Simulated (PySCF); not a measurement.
Ligands exchanged one at a time, Ge Cl-H. All species are isolated molecules in the gas phase. Strings in code marks are SMILES.

Computed with CAM-B3LYP-D3(BJ)/def2-TZVP run with PySCF. All candidates: neutral, multiplicity 1. Delta-SCF ions had no search for a lower state. Excitations are Tamm–Dancoff values on a coarser integration grid. The basis has no diffuse functions, so Rydberg states are missing or too high.

| Quantity | Result |
|---|---|
| S1 excitation (TDA) | 7.06 eV |
| HOMO | -10.38 eV |
| vertical ionisation energy (Delta-SCF) | 11.44 eV |

Question: Identify which member has these values.
A) `[Cl][GeH2][Cl]`
B) `[Cl][GeH]([Cl])[Cl]`
C) `[Cl][GeH3]`

Answer: A, `[Cl][GeH2][Cl]`. The others give `[Cl][GeH3]`: 7.07 eV, -10.14 eV, 11.34 eV; `[Cl][GeH]([Cl])[Cl]`: 6.75 eV, -10.75 eV, 11.75 eV
